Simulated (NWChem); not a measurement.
Program: NWChem. System: tellurium hexafluoride (F6Te), charge 0, spin multiplicity 1, at a geometry optimised with PBE0/def2-SVP with def2 effective core potentials on Te. Level: RHF/def2-SVP with def2 effective core potentials on Te.

Job file:

```
start mol
memory heap 200 mb stack 900 mb global 1100 mb
geometry units angstroms nocenter noautoz
  F     -1.875714     0.000000     0.000000
  Te     0.000000     0.000000     0.000000
  F      0.000000     0.000000     1.875716
  F      0.000000     0.000000    -1.875716
  F      0.000000    -1.875714     0.000000
  F      0.000000     1.875714     0.000000
  F      1.875714     0.000000     0.000000
  symmetry group D2h
end
basis spherical
  * library def2-svp
end
ecp
  Te library def2-ecp
end
scf
  rhf
  nopen 0
  maxiter 100
  thresh 1e-7
  semidirect memsize 60000000 filesize 0
end
task scf energy
```

NWChem printed:

```
             Northwest Computational Chemistry Package (NWChem) 7.3.0
             --------------------------------------------------------

                                NWChem Input Module
                                -------------------

 Scaling coordinates for geometry "geometry" by  1.889725989
 (inverse scale =  0.529177249)

 Turning off AUTOSYM since
 SYMMETRY directive was detected!

                             Geometry "geometry" -> ""
                             -------------------------

 Output coordinates in angstroms (scale by  1.889725989 to convert to a.u.)

  No.       Tag          Charge          X              Y              Z
 ---- ---------------- ---------- -------------- -------------- --------------
    1 F                    9.0000    -1.87571400     0.00000000     0.00000000
    2 Te                  52.0000     0.00000000     0.00000000     0.00000000
    3 F                    9.0000     0.00000000     0.00000000     1.87571600
    4 F                    9.0000     0.00000000     0.00000000    -1.87571600
    5 F                    9.0000     0.00000000    -1.87571400     0.00000000
    6 F                    9.0000     0.00000000     1.87571400     0.00000000
    7 F                    9.0000     1.87571400     0.00000000     0.00000000

 Effective nuclear repulsion energy (a.u.)    1020.3750235474

            Nuclear Dipole moment (a.u.)
            ----------------------------
        X                 Y               Z
 ---------------- ---------------- ----------------
     0.0000000000     0.0000000000     0.0000000000

      Symmetry information
      --------------------

 Group name             D2h
 Group number             26
 Group order               8
 No. of unique centers     4

      Symmetry unique atoms

     1    2    3    5


 Summary of "ao basis" -> "" (spherical)
 ------------------------------------------------------------------------------
       Tag                 Description            Shells   Functions and Types
 ---------------- ------------------------------  ------  ---------------------
 *                          def2-svp                  on all atoms

 Summary of "ao basis" -> "ao basis" (spherical)
 ------------------------------------------------------------------------------
       Tag                 Description            Shells   Functions and Types
 ---------------- ------------------------------  ------  ---------------------
 F                          def2-svp                 6       14   3s2p1d
 Te                         def2-svp                10       26   4s4p2d

                                 NWChem SCF Module
                                 -----------------

  ao basis        = "ao basis"
  functions       =   110
  atoms           =     7
  closed shells   =    39
  open shells     =     0
  charge          =   0.00
  wavefunction    = RHF
  use symmetry    = T
  symmetry adapt  = T

 Summary of "ao basis" -> "ao basis" (spherical)
 ------------------------------------------------------------------------------
       Tag                 Description            Shells   Functions and Types
 ---------------- ------------------------------  ------  ---------------------
 F                          def2-svp                 6       14   3s2p1d
 Te                         def2-svp                10       26   4s4p2d

      Symmetry analysis of basis
      --------------------------

        ag         29
        au          3
        b1g         9
        b1u        17
[...]
    6  -26.3732
    7   -7.4445
    8   -5.4149
    9   -5.4149
   10   -5.4149
   11   -2.2852
   12   -2.2852
   13   -2.2683
   14   -2.2683
   15   -2.2683
   16   -1.6821
   17   -1.6318
   18   -1.6318
   19   -1.6318
   20   -1.5999
   21   -1.5999
   22   -0.9949
   23   -0.8261
   24   -0.8261
   25   -0.8261
   26   -0.7647
   27   -0.7647
   28   -0.7647
   29   -0.7222
   30   -0.7222
   31   -0.7222
   32   -0.7099
   33   -0.7099
   34   -0.7099
   35   -0.7012
   36   -0.7012
   37   -0.7012
   38   -0.6884
   39   -0.6884
   40   -0.0411
   41    0.1797
   42    0.1797
   43    0.1797
   44    0.3511
   45    0.4459
   46    0.4459
   47    0.4459
   48    0.5091
   49    0.5091

                       ROHF Final Molecular Orbital Analysis
                       -------------------------------------

 Vector   37  Occ=2.000000D+00  E=-7.011641D-01  Symmetry=b3g
              MO Center=  1.6D-29, -9.0D-17, -3.4D-17, r^2= 3.9D+00
   Bfn.  Coefficient  Atom+Function         Bfn.  Coefficient  Atom+Function
  ----- ------------  ---------------      ----- ------------  ---------------
    45      0.342336  3 F  py                59     -0.342336  4 F  py
    74      0.342333  5 F  pz                88     -0.342333  6 F  pz
    48     -0.242367  3 F  py                62      0.242367  4 F  py
    77     -0.242365  5 F  pz                91      0.242365  6 F  pz

 Vector   38  Occ=2.000000D+00  E=-6.884061D-01  Symmetry=ag
              MO Center= -1.7D-16,  4.7D-16,  1.0D-15, r^2= 4.0D+00
   Bfn.  Coefficient  Atom+Function         Bfn.  Coefficient  Atom+Function
  ----- ------------  ---------------      ----- ------------  ---------------
     4      0.320232  1 F  px                73     -0.320232  5 F  py
    87      0.320232  6 F  py               100     -0.320232  7 F  px
    40     -0.215314  2 Te d  2               7     -0.203955  1 F  px
    76      0.203955  5 F  py                90     -0.203955  6 F  py
   103      0.203955  7 F  px                35      0.183388  2 Te d  2

 Vector   39  Occ=2.000000D+00  E=-6.884057D-01  Symmetry=ag
              MO Center= -9.0D-16, -1.2D-15, -2.6D-16, r^2= 4.0D+00
   Bfn.  Coefficient  Atom+Function         Bfn.  Coefficient  Atom+Function
  ----- ------------  ---------------      ----- ------------  ---------------
    46      0.369772  3 F  pz                60     -0.369772  4 F  pz
    49     -0.235507  3 F  pz                63      0.235507  4 F  pz
    38      0.215314  2 Te d  0               4      0.184886  1 F  px
    73      0.184886  5 F  py                87     -0.184886  6 F  py
   100     -0.184886  7 F  px                33     -0.183388  2 Te d  0

 Vector   40  Occ=0.000000D+00  E=-4.108822D-02  Symmetry=ag
              MO Center= -5.9D-17, -2.4D-17, -5.2D-17, r^2= 2.8D+00
   Bfn.  Coefficient  Atom+Function         Bfn.  Coefficient  Atom+Function
  ----- ------------  ---------------      ----- ------------  ---------------
    17      0.997025  2 Te s                 18      0.494752  2 Te s
    16     -0.375496  2 Te s                 15     -0.334905  2 Te s
     7     -0.231855  1 F  px                49      0.231855  3 F  pz
    63     -0.231855  4 F  pz                76     -0.231855  5 F  py
    90      0.231855  6 F  py               103      0.231855  7 F  px

 Vector   41  Occ=0.000000D+00  E= 1.797278D-01  Symmetry=b1u
              MO Center= -6.5D-17,  2.6D-17, -9.8D-17, r^2= 3.1D+00
   Bfn.  Coefficient  Atom+Function         Bfn.  Coefficient  Atom+Function
  ----- ------------  ---------------      ----- ------------  ---------------
    30      1.000903  2 Te pz                27      0.693101  2 Te pz
    43     -0.477275  3 F  s                 57      0.477275  4 F  s
    49      0.313730  3 F  pz                63      0.313730  4 F  pz
    24     -0.237660  2 Te pz                46     -0.224045  3 F  pz
    60     -0.224045  4 F  pz                21     -0.183240  2 Te pz

 Vector   42  Occ=0.000000D+00  E= 1.797284D-01  Symmetry=b2u
              MO Center= -2.4D-17, -4.7D-16, -1.3D-18, r^2= 3.1D+00
   Bfn.  Coefficient  Atom+Function         Bfn.  Coefficient  Atom+Function
  ----- ------------  ---------------      ----- ------------  ---------------
    29      1.000908  2 Te py                26      0.693099  2 Te py
    71      0.477278  5 F  s                 85     -0.477278  6 F  s
    76      0.313730  5 F  py                90      0.313730  6 F  py
    23     -0.237659  2 Te py                73     -0.224044  5 F  py
    87     -0.224044  6 F  py                20     -0.183240  2 Te py

 center of mass
 --------------
 x =   0.00000000 y =   0.00000000 z =   0.00000000

 moments of inertia (a.u.)
 ------------------
         954.791167978884           0.000000000000           0.000000000000
           0.000000000000         954.791167978884           0.000000000000
           0.000000000000           0.000000000000         954.790149923190

  Mulliken analysis of the total density
  --------------------------------------

    Atom       Charge   Shell Charges
 -----------   ------   -------------------------------------------------------
    1 F    9     9.43   1.99  1.13  0.85  3.29  2.17  0.01
    2 Te  24    21.41   1.77  0.26  1.03 -0.07  2.93  3.10  1.36  0.13  9.93  0.97
    3 F    9     9.43   1.99  1.13  0.85  3.29  2.17  0.01
    4 F    9     9.43   1.99  1.13  0.85  3.29  2.17  0.01
    5 F    9     9.43   1.99  1.13  0.85  3.29  2.17  0.01
    6 F    9     9.43   1.99  1.13  0.85  3.29  2.17  0.01
    7 F    9     9.43   1.99  1.13  0.85  3.29  2.17  0.01

       Multipole analysis of the density wrt the origin
       ------------------------------------------------

     L   x y z        total         open         nuclear
     -   - - -        -----         ----         -------
     0   0 0 0     -0.000000      0.000000     78.000000

     1   1 0 0     -0.000000      0.000000      0.000000
     1   0 1 0     -0.000000      0.000000      0.000000
     1   0 0 1      0.000000      0.000000      0.000000

     2   2 0 0    -44.430270      0.000000    226.153554
     2   1 1 0      0.000000      0.000000      0.000000
     2   1 0 1     -0.000000      0.000000      0.000000
     2   0 2 0    -44.430270      0.000000    226.153554
     2   0 1 1     -0.000000      0.000000      0.000000
     2   0 0 2    -44.430303      0.000000    226.154036

 Task  times  cpu:        1.3s     wall:        1.3s

 Total times  cpu:        1.3s     wall:        1.3s
```
